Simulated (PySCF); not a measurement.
C3H8ClNSi. Atoms are numbered in the order given.

```xyz
14

C      2.9546    -1.3191     0.7901
N      1.7382    -1.0275     0.0863
C      1.1174     0.0522     0.3365
Si    -0.4585     0.3972    -0.6394
C     -1.1884    -1.1942    -1.2630
Cl    -1.7808     1.3598     0.6511
H      3.2468    -0.5411     1.5232
H      3.7712    -1.4517     0.0616
H      2.8489    -2.2844     1.3114
H      1.4960     0.7765     1.0945
H     -0.1699     1.3619    -1.7412
H     -1.5109    -1.8176    -0.4159
H     -2.0495    -1.0168    -1.9233
H     -0.4106    -1.7451    -1.8139
```

Geometry: PBE0-D3(BJ)/def2-SVP. The structure was generated by enumeration; whether it is a known compound was not checked. The values are those of a single conformer.

Calculation: PBE/def2-TZVP run with PySCF.

ESP charges are fitted to the potential on shells at 1.4 to 2.0 van der Waals radii. Atomic charges (e):

```csv
atom,Mulliken,Löwdin,meta-Löwdin,ESP fit
C1,-0.25,-0.34,-0.25,-0.38
N2,?,0.09,-0.20,-0.25
C3,-0.15,-0.34,-0.21,0.22
Si4,?,-0.02,0.79,0.25
C5,-0.44,-0.45,-0.60,-0.47
Cl6,?,0.21,-0.31,-0.19
H7,0.09,0.10,0.09,0.12
H8,0.14,0.13,0.14,0.16
H9,0.13,0.13,0.14,0.16
H10,0.07,0.11,0.08,0.00
H11,?,-0.02,-0.09,-0.05
H12,?,0.14,0.14,0.14
H13,?,0.13,0.14,0.17
H14,?,0.14,0.15,0.12
```

### Question
What belongs in the gaps? (An estimate is asked for; the answer gives what the named calculation found.)

### Answer

- N2, Mulliken: -0.13
- Si4, Mulliken: 0.42
- Cl6, Mulliken: -0.25
- H11, Mulliken: -0.03
- H12, Mulliken: 0.14
- H13, Mulliken: 0.14
- H14, Mulliken: 0.14

### Question
Give the Mayer and Wiberg (Löwdin basis) orders of the bonds. (An estimate is asked for; the answer gives what the named calculation found.)

### Answer

| bond | Mayer | Wiberg |
|---|---|---|
| C1–N2 | 0.98 | 1.42 |
| N2–C3 | 1.92 | 2.29 |
| C3–Si4 | 0.95 | 1.09 |
| Si4–C5 | 1.03 | 1.25 |
| Si4–Cl6 | 1.15 | 1.77 |
| C1–H7 | 0.95 | 0.91 |
| C1–H8 | 0.95 | 0.91 |
| C1–H9 | 0.95 | 0.91 |
| C3–H10 | 0.91 | 0.86 |
| Si4–H11 | 0.92 | 0.89 |
| C5–H12 | 0.94 | 0.89 |
| C5–H13 | 0.94 | 0.90 |
| C5–H14 | 0.93 | 0.88 |
